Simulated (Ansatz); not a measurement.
Consider the redistribution: `F[CH]([GaH2])[SiH2]Cl` + `C[SiH](F)S` → `C[SiH](S)[SiH2]Cl` + `F[CH](F)[GaH2]`.

Gas-phase electronic energies from Ansatz, PBE0-D4/def2-TZVP geometries. CBS: MP2 limit from def2 TZ/QZ plus the TZ coupled-cluster correction, frozen cores. Functionals use def2-TZVPP. B3LYP here is the variant with VWN-RPA as its local correlation; programs differ in this. For Ga outer-core shells are correlated without core-valence functions, which leaves a few kJ/mol of doubt a bond. Scalar relativity is left out up to krypton. Each species was taken in one conformer, which may not be the lowest.

`F[CH]([GaH2])[SiH2]Cl`:

Cartesian coordinates in Å:
```
F 1.506 1.235 0.095
C 0.683 0.115 0.260
Ga -0.647 0.418 1.720
Si -0.089 -0.384 -1.373
Cl 1.338 -0.823 -2.784
H 1.317 -0.723 0.593
H -1.629 -0.749 2.085
H -0.644 1.799 2.451
H -0.928 0.710 -1.915
H -0.907 -1.598 -1.132
```

`C[SiH](F)S`:

Z-matrix (Å, degrees):
```
C
Si 1 1.851
H 1 1.092 2 110.4
H 1 1.093 2 110.9 3 120.2
H 1 1.093 2 110.3 3 -120.1
F 2 1.602 1 107.5 3 177.3
S 2 2.125 1 112.7 3 -60.4
H 2 1.481 1 113.7 3 58.6
H 7 1.344 2 94.5 1 -44.6
```

`C[SiH](S)[SiH2]Cl`:

Z-matrix (Å, degrees):
```
C
Si 1 1.868
H 1 1.093 2 110.6
H 1 1.092 2 110.3 3 120.3
H 1 1.092 2 110.5 3 -119.9
S 2 2.143 1 113.1 3 -176.6
Si 2 2.340 1 110.8 3 63.8
H 2 1.488 1 111.1 3 -59.6
H 6 1.345 2 94.0 1 -71.6
Cl 7 2.074 2 105.6 1 65.6
H 7 1.484 2 112.9 1 -177.1
H 7 1.487 2 114.2 1 -51.5
```

`F[CH](F)[GaH2]`:

Z-matrix (Å, degrees):
```
C
F 1 1.369
Ga 1 2.025 2 110.8
F 1 1.375 2 107.1 3 117.1
H 1 1.096 2 106.8 3 -129.0
H 3 1.567 1 119.1 2 -136.1
H 3 1.563 1 117.3 2 45.1
```

| level | ΔE (eV) |
| --- | --- |
| PBE-D4 | 1.80 |
| r2SCAN-D4 | 2.02 |
| B3LYP-D4 | 2.00 |
| PBE | 1.83 |
| PBE0 | 1.91 |
| B3LYP | 2.04 |
| SCS-MP2/def2-TZVPP | 2.17 |
| MP2/CBS(def2) | 2.27 |

(1) What does CCSD(T)/CBS give? (Best estimate.)

Largest T1 diagnostic among the species: 0.013.

Results:

(1) Computed: +2.15 eV. The listed levels differ from it by -0.35, -0.13, -0.15, -0.32, -0.24, -0.11, 0.02, 0.12 eV.

The D4 term adds −0.04 eV with B3LYP and −0.03 eV with PBE0; it sums over pairs of atoms, weighted by their polarisabilities, and B3LYP, whose exchange is more repulsive, gets the larger term. From PBE to PBE0 (25 % exact exchange), in def2-TZVPP and without D4, ΔE moves by +0.09 eV.
